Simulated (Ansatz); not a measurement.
Cost and result for the atomization energy of `O[SiH]1CS[SiH2]1` (11 atoms, 11 bonds).

Cartesian coordinates in Å:
```
O -0.537 -2.106 0.006
Si 0.467 -0.833 -0.287
C -0.380 0.530 -1.291
S -1.047 1.547 0.094
Si 0.479 0.764 1.413
H -1.370 -1.905 0.437
H 1.680 -1.444 -0.890
H -1.203 0.187 -1.920
H 0.301 1.128 -1.901
H 1.656 1.665 1.565
H -0.046 0.467 2.774
```

Charge 0, multiplicity 1. Geometry: relaxed with PBE0-D4/def2-TZVP. It is one conformer, not always the lowest. Program: Ansatz. All runs use 4 threads of an Arm Neoverse V2 on a shared host. Times are those of one run each, without the atoms' runs, and a repeat can differ threefold. Electronic energies, without spin–orbit coupling; frozen cores. CCSD(T)/CBS adds CCSD(T) − MP2 in def2-TZVPP to the MP2 limit, and its time is that of the two runs behind it. T1 = 0.013. B3LYP takes the VWN-RPA correlation (the form of Gaussian; ORCA's B3LYP/G).

CCSD(T)/CBS is a level of theory with its own doubt, some kJ/mol a heavy atom from the limit and from the frozen cores, so smaller differences don't rank the functionals.

| level | functions | wall time |
| --- | --- | --- |
| PBE-D4/def2-TZVPP (with forces) | 272 | 2.6 s |
| PBE0-D4/def2-TZVPP | 272 | 3.1 s |
| r2SCAN-D4/def2-TZVPP (with forces) | 272 | 4.9 s |
| B3LYP-D4/def2-TZVPP (with forces) | 272 | 5.5 s |
| B2PLYP/def2-TZVPP | 272 | 5.5 s |
| ωB97X-V/def2-TZVPP | 272 | 8.5 s |
| ωB97M-V/def2-TZVPP (with forces) | 272 | 13 s |
| MP2/def2-QZVPP | 504 | 20 s |
| CCSD(T)/def2-TZVPP | 272 | 2.3 min |
| CCSD(T)/CBS(def2) | – | 2.7 min |

Question: What atomization energy does each give, and how far from CCSD(T)/CBS? (Estimate.)

Answer: Ansatz gave: 
```tsv
level	atomization (kJ/mol)	difference from CCSD(T)/CBS	per bond
PBE-D4/def2-TZVPP (with forces)	3881.0	33.8	3.1
PBE0-D4/def2-TZVPP	3829.2	-18.0	-1.6
r2SCAN-D4/def2-TZVPP (with forces)	3851.2	4.0	0.4
B3LYP-D4/def2-TZVPP (with forces)	3815.6	-31.6	-2.9
B2PLYP/def2-TZVPP	3771.6	-75.6	-6.9
ωB97X-V/def2-TZVPP	3866.6	19.4	1.8
ωB97M-V/def2-TZVPP (with forces)	3852.6	5.4	0.5
MP2/def2-QZVPP	3854.4	7.2	0.7
CCSD(T)/def2-TZVPP	3726.3	-120.9	-11.0
CCSD(T)/CBS(def2)	3847.2	0.0	0.0
```

From PBE to PBE0 (25 % exact exchange), in def2-TZVPP and without D4, the atomization energy moves by −47.2 kJ/mol: exact exchange takes away binding that semilocal exchange gives to molecules. In def2-TZVPP, CCSD(T) changes the Hartree–Fock value by +959.4 kJ/mol (the triples alone add +61.6 kJ/mol) and MP2 by +1015.8 kJ/mol; breaking electron pairs costs correlation energy, which Hartree–Fock lacks. The D4 term adds +51.5 kJ/mol with B3LYP and +26.9 kJ/mol with PBE0; it sums over pairs of atoms, weighted by their polarisabilities, and B3LYP, whose exchange is more repulsive, gets the larger term.
